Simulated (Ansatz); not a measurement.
Computed with Ansatz on PBE0-D4/def2-TZVP structures; ΔE is electronic, products minus reactants. CCSD(T)/CBS is the MP2 limit (def2-TZVPP, def2-QZVPP) plus CCSD(T) − MP2 in def2-TZVPP, frozen cores. Each species was taken in one conformer, which may not be the lowest.

Consider the formal exchange of groups at the Si–C bond: `B[SiH2]C#N` + `C=C(O)CS` → `B[SiH2]CS` + `C=C(O)C#N`.

`B[SiH2]C#N`:

```xyz
8

B    -0.582   -1.351   -0.372
Si    0.585    0.147    0.281
C    -0.198    1.810    0.048
N    -0.708    2.831   -0.108
H    -1.658   -1.172   -0.853
H    -0.173   -2.468   -0.271
H     1.872    0.186   -0.460
H     0.862    0.016    1.735
```

`C=C(O)CS`:

Z-matrix (Å, degrees):
```
C
S 1 1.818
C 1 1.487 2 113.4
H 1 1.092 2 109.0 3 123.2
H 1 1.089 2 105.6 3 -120.5
H 2 1.342 1 96.0 3 -61.1
O 3 1.357 1 111.0 2 67.4
C 3 1.330 1 124.4 2 -113.2
H 7 0.962 3 109.3 1 -177.6
H 8 1.080 3 120.4 1 0.9
H 8 1.084 3 121.9 1 -179.6
```

`B[SiH2]CS`:

Cartesian coordinates in Å:
```
B 1.407 1.378 1.046
Si -0.357 0.640 0.431
C -0.189 -0.901 -0.646
S -1.816 -1.500 -1.148
H 2.460 0.889 0.760
H 1.425 2.356 1.735
H -1.187 0.312 1.627
H -1.082 1.695 -0.336
H 0.413 -0.647 -1.522
H 0.341 -1.667 -0.074
H -1.414 -2.557 -1.875
```

`C=C(O)C#N`:

Cartesian coordinates in Å:
```
C 0.564 1.101 -0.301
C 0.128 -0.122 -0.016
O 0.931 -1.212 -0.072
C -1.231 -0.361 0.371
N -2.312 -0.607 0.686
H -0.110 1.942 -0.244
H 1.594 1.261 -0.591
H 0.437 -2.001 0.167
```

```csv
species,CCSD(T)/def2-TZVPP energy (Eh)
`B[SiH2]C#N`,-408.89909
`C=C(O)CS`,-590.55296
`B[SiH2]CS`,-753.76762
`C=C(O)C#N`,-245.66611
```

Question: Work out ΔE.

Answer: ΔE = (-753.76762) + (-245.66611) − (-408.89909) − (-590.55296) = 0.01832 Eh = +48.1 kJ/mol. CCSD(T)/CBS gives +48.0 kJ/mol.

Largest T1 diagnostic among the species: 0.014.

From PBE to PBE0 (25 % exact exchange), in def2-TZVPP and without D4, ΔE moves by +5.8 kJ/mol. In def2-TZVPP, CCSD(T) changes the Hartree–Fock value by −9.2 kJ/mol (the triples alone add −2.0 kJ/mol) and MP2 by −8.2 kJ/mol.
